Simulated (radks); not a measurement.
K-, 20 electrons, occupied as [Ar] 4s2. Method: scalar-relativistic Kohn-Sham, PBEsol, spin-unpolarised, spherical densities, finite nucleus; Fermi nuclear charge, rms radius 3.4349 fm; Watson sphere of charge +1 and radius 4.82 bohr; computed with a radial shooting solver on a logarithmic mesh with Libxc functionals.

Normalised radial functions P(r) = r R(r), r in bohr:

r             1s       3p
0.003019  0.4743   0.0007
0.003487  0.5422   0.0009
0.003995  0.6144   0.0011
0.004577  0.6953   0.0015
0.005244  0.7855   0.0019
0.006056  0.8921   0.0025
0.006938  1.0037   0.0033
0.007949  1.1266   0.0042
0.00918   1.2693   0.0055
0.01052   1.4159   0.0071
0.01205   1.5737   0.0092
0.01381   1.7417   0.0118
0.01594   1.9290   0.0154
0.01827   2.1123   0.0197
0.02093   2.2983   0.0252
0.02417   2.4933   0.0325
0.02769   2.6695   0.0412
0.03172   2.8311   0.0520
0.03635   2.9698   0.0653
0.04198   3.0818   0.0825
0.04809   3.1448   0.1022
0.0551    3.1571   0.1255
0.06363   3.1061   0.1546
0.0729    2.9920   0.1862
0.08352   2.8125   0.2215
0.09569   2.5711   0.2600
0.1105    2.2584   0.3027
0.1266    1.9248   0.3429
0.1451    1.5739   0.3801
0.1675    1.2082   0.4120
0.1919    0.8904   0.4304
0.2199    0.6171   0.4322
0.2519    0.3987   0.4120
0.2909    0.2302   0.3616
0.3333    0.1248   0.2831
0.3819    0.0609   0.1735
0.441     0.0251   0.0262
0.5053    0.0094  -0.1361
0.5789    0.0030  -0.3107
0.6632    0.0008  -0.4846
0.7659    0.0002  -0.6516
0.8775    0.0000  -0.7772
1.005     0.0000  -0.8580
1.161     0.0000  -0.8866
1.33      0.0000  -0.8595
1.524     0.0000  -0.7868
1.746     0.0000  -0.6807
2.016     0.0000  -0.5488
2.31      0.0000  -0.4215
2.647     0.0000  -0.3049
3.057     0.0000  -0.2024
3.502     0.0000  -0.1290
4.012     0.0000  -0.0767
4.597     0.0000  -0.0420
5.309     0.0000  -0.0199
6.082     0.0000  -0.0087
6.968     0.0000  -0.0033
8.047     0.0000  -0.0010
9.22      0.0000  -0.0003
10.56     0.0000  -0.0001
12.1      0.0000  0.0000
13.98     0.0000  0.0000
16.01     0.0000  0.0000

1s: eigenvalue -3516.7 eV, 0 radial nodes, <r> = 0.0811 bohr, 90 % of the charge inside 0.145 bohr. 3p: eigenvalue -18.333 eV, 1 radial node at r = 0.451 bohr, <r> = 1.44 bohr, 90 % of the charge inside 2.26 bohr.
